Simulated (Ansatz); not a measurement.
Frontier orbitals of H₆O₂SiSn, SMILES `O[SiH2][O][SnH3]`.

Z-matrix (Å, degrees):
```
Si
O 1 1.622
O 1 1.648 2 112.8
H 1 1.484 2 111.2 3 -116.1
H 1 1.486 2 107.0 3 121.5
Sn 2 1.968 1 132.8 3 53.1
H 3 0.958 1 117.3 2 73.6
H 6 1.704 2 107.2 1 34.3
H 6 1.703 2 106.3 1 -86.5
H 6 1.700 2 103.9 1 154.3
```

Total charge 0; spin multiplicity 1. Correlated methods include outer-core shells of Sn, which these sets cover unevenly. Sn takes the def2 core potential. The structure was optimised at the PBE0-D4/def2-TZVP level. It is one conformer, not always the lowest. Basis def2-TZVPP, the Gaussian-basis code of Ansatz.

```csv
functional,HOMO (eV),LUMO (eV)
revPBE,-6.83,-1.28
```

(1) Give HOMO and LUMO (eV) with LDA (SPW92), PBE, BLYP, r2SCAN, B97M-V, PBE0, B3LYP, r2SCANh, r2SCAN0, HSE06 (plane-wave form), BHLYP, CAM-B3LYP, LC-ωPBE, ωB97X-V, ωB97M-V, HF. (Best estimate.)

## Answers

(1) The calculation gave: 
```csv
functional,HOMO,LUMO
LDA (SPW92),-6.93,-1.64
PBE,-6.87,-1.39
BLYP,-6.79,-1.31
r2SCAN,-7.20,-1.02
B97M-V,-7.33,-1.28
PBE0,-8.28,-0.60
B3LYP,-8.08,-0.84
r2SCANh,-7.73,-0.75
r2SCAN0,-8.51,-0.36
HSE06 (plane-wave form),-7.88,-0.95
BHLYP,-9.66,0.13
CAM-B3LYP,-9.70,0.26
LC-ωPBE,-11.03,1.38
ωB97X-V,-10.71,1.23
ωB97M-V,-10.57,0.89
HF,-11.81,1.95
```

B3LYP here is the variant with VWN-RPA as its local correlation; programs differ in this. LC-ωPBE has ω = 0.4 bohr⁻¹. Positive LUMOs are unbound and depend on the basis.
